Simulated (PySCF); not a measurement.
# Computed records: BClH$_{2}$O

Calculation on a computer-drawn molecule: vertical ionisation energy to the stated ion spin, frozen-core CCSD(T) at the basis limit and cheaper methods, single-reference cases, UHF for radicals, no spin-orbit; all values are single points at the evaluated structure, the first of each entry, which is the reference or a displaced copy of it and isn't optimised; the reference structure only sets the zero of the energies above reference; triples share is (T) over the correlation energy. Program: PySCF 2.14.0.

BClH$_{2}$O

Evaluated structure:
```xyz
5
BClH2O
O     -0.7634    -1.1447    -2.1355
B     -0.8771    -1.9427    -1.0196
Cl    -1.8825    -3.5643    -1.3708
H     -0.3540    -0.3558    -1.8912
H     -0.6375    -1.5111     0.3247
```

Reference structure:
```xyz
5
BClH2O
O     -0.7592    -1.0998    -2.0777
B     -0.9709    -1.9309    -1.0533
Cl    -1.7720    -3.4727    -1.3849
H     -0.3276    -0.2950    -1.8312
H     -0.6474    -1.6851     0.0692
```

| Quantity | Value |
| --- | --- |
| charge | 0 |
| multiplicity | 1 |
| ion multiplicity | 2 |
| diffuse functions | no |
| basis | cc-pV(n+d)Z |
| reference is | the Hartree-Fock double-zeta minimum |
| best is | HF at quadruple zeta + MP2 correlation extrapolated from triple and quadruple zeta + CCSD(T) minus MP2 at triple zeta |
| basis step is | the size of the change from the same recipe one zeta lower |
| dipole magnitude r2SCAN at triple zeta | ? |

Drawn bonds:
```csv
atom,other atom,order
1,2,1
2,3,1
1,4,1
2,5,1
```

Question: BClH$_{2}$O: dipole magnitude r2SCAN at triple zeta?
Answer: 3.046 debye

Question: Give the table of triple zeta values for BClH$_{2}$O.
Answer: 
Triple zeta:
```csv
method,ionisation energy (eV),energy above reference (kcal/mol)
HF,10.37,24.13
PBE,11.08,19.78
r2SCAN,11.24,21.67
B3LYP,11.35,21.83
wB97X,11.48,22.44
MP2,11.55,23.13
CCSD,11.35,22.51
CCSD(T),11.4,21.88
```

Further results for BClH$_{2}$O:

| Quantity | Value |
| --- | --- |
| ionisation energy best | 11.63 eV |
| ionisation energy basis step | 0.09325 eV |
| energy above reference best | 22.37 kcal/mol |
| energy above reference basis step | 0.2306 kcal/mol |
| ionisation energy Koopmans at triple zeta | 12.08 eV |
| ionisation energy EOM CCSD at triple zeta | 11.5 eV |
| total energy HF triple zeta | -560.3283 hartree |
| total energy CCSD(T) triple zeta | -560.9088 hartree |
| total energy best | -560.9973 hartree |
| T1 diagnostic at triple zeta | 0.01357 |
| D1 diagnostic at triple zeta | 0.04794 |
| ion T1 diagnostic at triple zeta | 0.02452 |
| ion D1 diagnostic at triple zeta | 0.1123 |
| ion spin squared at triple zeta | 0.7616 |
| triples share at triple zeta | 0.03872 |
| basis functions triple zeta | 127 |
| dipole magnitude HF at triple zeta | 3.334 debye |
| dipole magnitude CCSD unrelaxed at triple zeta | 3.07 debye |
| dipole magnitude PBE at triple zeta | 2.928 debye |
| dipole magnitude B3LYP at triple zeta | 3.037 debye |
| dipole magnitude wB97X at triple zeta | 3.169 debye |
